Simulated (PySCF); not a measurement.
**Radial density of Hg (mercury, neutral)**

UHF, [Xe] 4f14 5d10 6s2, closed-shell 1S. All numbers are calculated (PySCF 2.14, a scalar-relativistic core potential, in cc-pVDZ-PP with ECP60MDF). This is the valence pseudo-density: the core potential removes the inner electrons and smooths the orbitals near the nucleus.

```tsv
r (bohr)	4πr²ρ (e/bohr)
0.0418	1.227e-05
0.0703	4.068e-05
0.118	0.0002001
0.199	0.002565
0.335	0.1150
0.563	4.514
0.947	18.13
1.59	8.255
2.68	1.728
4.51	0.2088
7.58	0.004451
```

Energies and moments cover only the electrons outside the core potential. Spin-orbit coupling, which splits the p, d and f shells strongly at this Z, is absent.
